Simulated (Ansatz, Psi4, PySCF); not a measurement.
CH3O2, charge +1, singlet, at a GFN2-xTB geometry. Base run: CCSD(T)/def2-SVP in PySCF.

PySCF was given this input:
```python
from pyscf import gto, scf, cc

mol = gto.M(
    atom='''
O    -1.05434669   -0.40745506   -0.12561844
C    -0.10444344    0.40406092   -0.04683357
O     1.11194808    0.18461227    0.15144752
H    -0.91558100   -1.37692343   -0.02991756
H    -0.37817902    1.46306326   -0.16957957
H     1.45960960   -0.72776304    0.27386588
''',
    basis='def2-svp',
    charge=1,
    verbose=4,
)

mf = scf.RHF(mol)
mf.kernel()

mycc = cc.CCSD(mf)
mycc.kernel()
et = mycc.ccsd_t()
print('E(CCSD(T)) = %.10f' % (mycc.e_tot + et))
```

The same geometry, method and basis name were run in Ansatz (an electronic-structure program) and Psi4 and PySCF, at each program's defaults and at the settings that a row names. The base is PySCF at its defaults. Differences at the defaults can come from grids, fitting, cores and function types together.

```tsv
code and settings	ΔE vs base (µEh)	basis functions	E (Eh)	SCF cycles
PySCF, defaults (exact integrals, spherical functions, all electrons correlated)	0.0	57	-189.44365	9
Psi4, defaults (exact integrals, spherical functions, all electrons correlated)	0.0	57	-189.44365	11
Ansatz, defaults (factorised integrals, spherical functions, frozen core)	7345	57	-189.43630	-
PySCF, frozen core	7342	57	-189.43630	9
Psi4, exact integrals, spherical functions, frozen core	7342	57	-189.43630	11
Ansatz, high accuracy, frozen core	7342	57	-189.43630	-
```
